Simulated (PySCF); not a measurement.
# One molecule, several mistakes: AlClH3NSi

These are calculations, not measurements. The program is PySCF 2.14.0, an open-source quantum chemistry code, run on an isolated molecule that a program drew, which may never have been made. The molecule is AlClH3NSi (charge 0, singlet), drawn as the SMILES string `[AlH2][N]=[SiH]Cl`.

Each row is a Hartree-Fock (HF) and frozen-core CCSD(T) single point in the cc-pV(D+d)Z basis, meant for a local HF minimum. Run 1 is clean. Each other run has one planted mistake out of seven kinds, and not every kind appears here: one electron removed, one electron added, multiplicity raised by two, geometry at a saddle point, minimal basis STO-3G, one bond length entered in bohr, all coordinates scaled. The reference is restricted for singlets and unrestricted otherwise, and also for a bond in bohr. Adding or removing an electron swaps singlet and doublet. Electrons count all cores. HOMO and LUMO are orbital energies over both spins, the gradient is its largest component, and the lowest frequency (negative if imaginary) is given only where the gradient is small. Bond lengths are over the 6 bonds as drawn. T1 is the CCSD diagnostic: over 0.02 (restricted) or 0.045 (unrestricted) a single reference is doubtful.

Geometry of the clean run:
```xyz
7
AlClH3NSi, angstrom
Al    2.1084    4.4544   -0.8825
N     1.0257    3.1329   -1.2953
Si    0.1476    1.9587   -1.7893
Cl    0.3333    0.9873   -3.5725
H     1.7194    5.9382   -1.2632
H     3.4566    4.1561   -0.1135
H    -0.9672    1.3277   -1.0858
```

```
run,electrons,basis functions,<S^2>,HOMO (eV),LUMO (eV),gradient (hartree/bohr),lowest frequency (cm^-1),mean bond (Å),longest bond (Å),T1,HF (hartree),CCSD(T) (hartree),mistake
1,54,98,0.000,-10.36,1.91,2.2e-05,61,1.6611,2.039,0.0163,-1046.61390,-1047.12571,no fault
2,54,98,1.631,-8.58,0.26,4.6e-02,-,1.8905,2.924,0.0745,-1046.43202,-1046.89695,one bond length entered in bohr
3,54,98,0.000,-10.24,1.24,2.2e-05,-124,1.6630,2.041,0.0152,-1046.61035,-1047.12071,geometry at a saddle point
4,54,98,0.000,-10.42,2.06,1.7e-02,-,1.6295,2.000,0.0155,-1046.61074,-1047.11932,?
```

**Which mistake was planted in run 4, and what did it cost?**

The mean and the longest bond both change by the same factor, 0.981, and the gradient is no longer small. So the mistake is: all coordinates scaled. Subtracting run 1 and multiplying by 627.51 kcal/mol a hartree, the energy moved by 2.0 kcal/mol in HF and 4.0 kcal/mol in CCSD(T).

Cautions from the logs. Run 2: T1 is over the limit, so its CCSD(T) energy is less reliable.
